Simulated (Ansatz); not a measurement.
A first, cheap relaxation of `OC[TeH]`.

```yaml
crystal:
  periodic: [false, false, false]
  atoms:
    - {symbol: O, position_ang: [-1.263200, 0.542700, -0.623400]}
    - {symbol: C, position_ang: [-0.223000, 0.305000, 0.191200]}
    - {symbol: Te, position_ang: [1.224100, -0.813500, -0.903100]}
    - {symbol: H, position_ang: [-1.670600, -0.274400, -0.825800]}
    - {symbol: H, position_ang: [-0.545000, -0.271500, 1.070000]}
    - {symbol: H, position_ang: [0.235600, 1.278200, 0.526200]}
    - {symbol: H, position_ang: [2.303400, -0.834500, 0.519200]}
basis:
  gaussian: {orbitals: def2-SVP}
hamiltonian: {xc: pbe, dispersion: d4}
relax: {f_tol: 0.03, max_steps: 200}
```

```sh
$ ansatz run in.yaml --threads 2 --pin off --events-out ev --progress --plain --max-ram 4352MiB
```

Output, abridged:

```
Functional definition: PBE
mean field -10434.98922690 eV, -383.4787809988 hartree, gradient 3.9e-5 eV, S^2 0.000000; 0 other end points of the search recorded, 0 dependent functions left out
relax step   1: F+E_penalty+E_count = -10435.11167539 eV  Δ(F+E_penalty+E_count) = +0.000e0 eV  max|allowed force component| = 2.601e0 eV/Å  Δτ_max = 0.0000 Å  (26 SCF iters, accepted)
mean field -10435.20829603 eV, -383.4868316410 hartree, gradient 1.6e-5 eV, S^2 0.000000; 0 other end points of the search recorded, 0 dependent functions left out
relax step   2: F+E_penalty+E_count = -10435.32752516 eV  Δ(F+E_penalty+E_count) = -2.158e-1 eV  max|allowed force component| = 1.775e0 eV/Å  Δτ_max = 0.1991 Å  (34 SCF iters, accepted)
mean field -10435.30024119 eV, -383.4902105632 hartree, gradient 2.1e-5 eV, S^2 0.000000; 0 other end points of the search recorded, 0 dependent functions left out
relax step   3: F+E_penalty+E_count = -10435.42029618 eV  Δ(F+E_penalty+E_count) = -9.277e-2 eV  max|allowed force component| = 3.324e-1 eV/Å  Δτ_max = 0.0796 Å  (27 SCF iters, accepted)
mean field -10435.31591866 eV, -383.4907866995 hartree, gradient 1.7e-5 eV, S^2 0.000000; 0 other end points of the search recorded, 0 dependent functions left out
relax step   4: F+E_penalty+E_count = -10435.43560845 eV  Δ(F+E_penalty+E_count) = -1.531e-2 eV  max|allowed force component| = 1.917e-1 eV/Å  Δτ_max = 0.0568 Å  (26 SCF iters, accepted)
mean field -10435.32221757 eV, -383.4910181804 hartree, gradient 1.6e-5 eV, S^2 0.000000; 0 other end points of the search recorded, 0 dependent functions left out
relax step   5: F+E_penalty+E_count = -10435.44190548 eV  Δ(F+E_penalty+E_count) = -6.297e-3 eV  max|allowed force component| = 9.684e-2 eV/Å  Δτ_max = 0.0361 Å  (28 SCF iters, accepted)
mean field -10435.33510338 eV, -383.4914917250 hartree, gradient 1.1e-5 eV, S^2 0.000000; 0 other end points of the search recorded, 0 dependent functions left out
relax step   6: F+E_penalty+E_count = -10435.45472126 eV  Δ(F+E_penalty+E_count) = -1.282e-2 eV  max|allowed force component| = 4.191e-1 eV/Å  Δτ_max = 0.1636 Å  (28 SCF iters, accepted)
mean field -10435.36145192 eV, -383.4924600158 hartree, gradient 1.6e-5 eV, S^2 0.000000; 0 other end points of the search recorded, 0 dependent functions left out
relax step   7: F+E_penalty+E_count = -10435.48105457 eV  Δ(F+E_penalty+E_count) = -2.633e-2 eV  max|allowed force component| = 1.163e-1 eV/Å  Δτ_max = 0.1949 Å  (27 SCF iters, accepted)
mean field -10435.37361121 eV, -383.4929068617 hartree, gradient 1.5e-5 eV, S^2 0.000000; 0 other end points of the search recorded, 0 dependent functions left out
relax step   8: F+E_penalty+E_count = -10435.49356658 eV  Δ(F+E_penalty+E_count) = -1.251e-2 eV  max|allowed force component| = 2.597e-1 eV/Å  Δτ_max = 0.2000 Å  (33 SCF iters, accepted)
mean field -10435.37583524 eV, -383.4929885935 hartree, gradient 1.3e-5 eV, S^2 0.000000; 0 other end points of the search recorded, 0 dependent functions left out
relax step   9: F+E_penalty+E_count = -10435.49583964 eV  Δ(F+E_penalty+E_count) = -2.273e-3 eV  max|allowed force component| = 3.428e-1 eV/Å  Δτ_max = 0.1330 Å  (28 SCF iters, accepted)
mean field -10435.38783831 eV, -383.4934296980 hartree, gradient 1.8e-5 eV, S^2 0.000000; 0 other end points of the search recorded, 0 dependent functions left out
relax step  10: F+E_penalty+E_count = -10435.50772982 eV  Δ(F+E_penalty+E_count) = -1.189e-2 eV  max|allowed force component| = 6.363e-2 eV/Å  Δτ_max = 0.0749 Å  (27 SCF iters, accepted)
mean field -10435.38327693 eV, -383.4932620704 hartree, gradient 6.9e-6 eV, S^2 0.000000; 0 other end points of the search recorded, 0 dependent functions left out
relax step  11: F+E_penalty+E_count = -10435.50282026 eV  Δ(F+E_penalty+E_count) = +4.910e-3 eV  max|allowed force component| = 2.068e-1 eV/Å  Δτ_max = 0.0806 Å  (28 SCF iters, rejected (line search))
mean field -10435.39026627 eV, -383.4935189240 hartree, gradient 1.6e-5 eV, S^2 0.000000; 0 other end points of the search recorded, 0 dependent functions left out
relax step  12: F+E_penalty+E_count = -10435.51007644 eV  Δ(F+E_penalty+E_count) = -2.347e-3 eV  max|allowed force component| = 3.019e-2 eV/Å  Δτ_max = 0.0403 Å  (27 SCF iters, accepted)
mean field -10435.39210271 eV, -383.4935864120 hartree, gradient 2.0e-5 eV, S^2 0.000000; 0 other end points of the search recorded, 0 dependent functions left out
relax step  13: F+E_penalty+E_count = -10435.51197547 eV  Δ(F+E_penalty+E_count) = -1.899e-3 eV  max|allowed force component| = 1.331e-1 eV/Å  Δτ_max = 0.0976 Å  (27 SCF iters, accepted)
mean field -10435.39393987 eV, -383.4936539260 hartree, gradient 1.8e-5 eV, S^2 0.000000; 0 other end points of the search recorded, 0 dependent functions left out
relax step  14: F+E_penalty+E_count = -10435.51357688 eV  Δ(F+E_penalty+E_count) = -1.601e-3 eV  max|allowed force component| = 1.560e-1 eV/Å  Δτ_max = 0.0704 Å  (27 SCF iters, accepted)
mean field -10435.38759892 eV, -383.4934209005 hartree, gradient 7.3e-6 eV, S^2 0.000000; 0 other end points of the search recorded, 0 dependent functions left out
relax step  15: F+E_penalty+E_count = -10435.50755840 eV  Δ(F+E_penalty+E_count) = +6.018e-3 eV  max|allowed force component| = 2.865e-1 eV/Å  Δτ_max = 0.1660 Å  (28 SCF iters, rejected (line search))
mean field -10435.39568548 eV, -383.4937180763 hartree, gradient 1.9e-5 eV, S^2 0.000000; 0 other end points of the search recorded, 0 dependent functions left out
relax step  16: F+E_penalty+E_count = -10435.51552320 eV  Δ(F+E_penalty+E_count) = -1.946e-3 eV  max|allowed force component| = 5.992e-2 eV/Å  Δτ_max = 0.0810 Å  (28 SCF iters, accepted)
mean field -10435.39560183 eV, -383.4937150022 hartree, gradient 1.6e-5 eV, S^2 0.000000; 0 other end points of the search recorded, 0 dependent functions left out
relax step  17: F+E_penalty+E_count = -10435.51544844 eV  Δ(F+E_penalty+E_count) = +7.476e-5 eV  max|allowed force component| = 1.193e-1 eV/Å  Δτ_max = 0.0220 Å  (28 SCF iters, rejected (line search))
mean field -10435.39617914 eV, -383.4937362179 hartree, gradient 1.5e-5 eV, S^2 0.000000; 0 other end points of the search recorded, 0 dependent functions left out
relax step  18: F+E_penalty+E_count = -10435.51602118 eV  Δ(F+E_penalty+E_count) = -4.980e-4 eV  max|allowed force component| = 1.696e-2 eV/Å  Δτ_max = 0.0107 Å  (29 SCF iters, accepted)
mean field -10435.39617914 eV, -383.4937362179 hartree, gradient 1.5e-5 eV, S^2 0.000000; 1 other end points of the search recorded, 0 dependent functions left out
Total energy: -10435.51604903 eV, -383.4981413549 hartree
Atom 0 at    -1.336518     0.318826    -0.581495 Å, force    -0.014068     0.000539    -0.014854 eV/Å
Atom 1 at    -0.209177     0.510714     0.196062 Å, force     0.016958     0.004600     0.013698 eV/Å
Atom 2 at     1.718758    -0.228747    -0.689221 Å, force     0.001595    -0.008738     0.007390 eV/Å
Atom 3 at    -1.473736    -0.641812    -0.684834 Å, force    -0.005916    -0.003738    -0.002513 eV/Å
Atom 4 at    -0.238332     0.033267     1.200519 Å, force     0.009221     0.002665     0.001609 eV/Å
Atom 5 at    -0.047320     1.598636     0.316792 Å, force    -0.007955     0.000560     0.000699 eV/Å
Atom 6 at     1.647625    -1.658883     0.196477 Å, force     0.000166     0.004112    -0.006029 eV/Å
Dipole moment:    -0.147622    -0.179351     0.201969 e Å
```

Hardware: 2 threads of an Arm Neoverse V1 on a shared host. Wall time 20 s, peak host memory 0.14 GiB.
